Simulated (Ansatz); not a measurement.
Two isomers of C2H6ClNSi: A = `C[Si]1(Cl)CN1`, B = `C=C[SiH](N)Cl`.

Computed with Ansatz on PBE0-D4/def2-TZVP structures; ΔE is electronic, products minus reactants. CCSD(T)/CBS adds triple-zeta CCSD(T) − MP2 to the extrapolated MP2 energy (def2 sets, frozen cores). Functionals use def2-TZVPP. B3LYP here is the variant with VWN-RPA as its local correlation; programs differ in this. Each species was taken in one conformer, which may not be the lowest.

A:

Z-matrix (Å, degrees):
```
C
Si 1 1.850
H 1 1.092 2 109.9
H 1 1.092 2 110.8 3 -120.4
H 1 1.092 2 110.4 3 120.0
Cl 2 2.046 1 109.5 3 177.1
C 2 1.820 1 123.4 3 21.4
N 2 1.693 1 123.6 3 -40.3
H 7 1.091 2 118.1 1 -2.1
H 7 1.088 2 124.3 1 151.2
H 8 1.007 2 132.3 1 -2.7
```

B:

Z-matrix (Å, degrees):
```
Si
C 1 1.850
Cl 1 2.077 2 107.5
N 1 1.703 2 108.9 3 -124.7
H 1 1.480 2 113.8 3 116.1
C 2 1.329 1 125.0 3 -1.3
H 2 1.090 1 116.5 3 178.8
H 4 1.008 1 120.1 2 48.9
H 4 1.007 1 120.2 2 -166.0
H 6 1.086 2 121.5 1 -0.0
H 6 1.086 2 121.9 1 -179.9
```

Which is lower in electronic energy at CCSD(T)/CBS, and by how much? (Best estimate.)

The calculation gave: B, by 93.8 kJ/mol.

Give E(B) − E(A) in kJ/mol with r2SCAN-D4, BLYP-D4, B3LYP, B3LYP-D4, B2PLYP, MP2/def2-TZVPP, ωB97M-V. (Estimate.)

Computed: r2SCAN-D4 -77.0, BLYP-D4 -96.0, B3LYP -94.1, B3LYP-D4 -95.4, B2PLYP -93.2, MP2/def2-TZVPP -85.4, ωB97M-V -84.5. None reverses the order clearly.

Does the order hold for the free energy at 298.15 K (harmonic terms from PBE0-D4)? (Best estimate.)

Computed: Yes: G(B) − G(A) = -99.5 kJ/mol, for one conformer each.

Largest T1 diagnostic: 0.010.

From BLYP to BHLYP (50 % exact exchange), in def2-TZVPP and without D4, E(B) − E(A) moves by −5.2 kJ/mol. In def2-TZVPP, CCSD(T) changes the Hartree–Fock value by +28.1 kJ/mol (the triples alone add +2.1 kJ/mol) and MP2 by +35.5 kJ/mol.
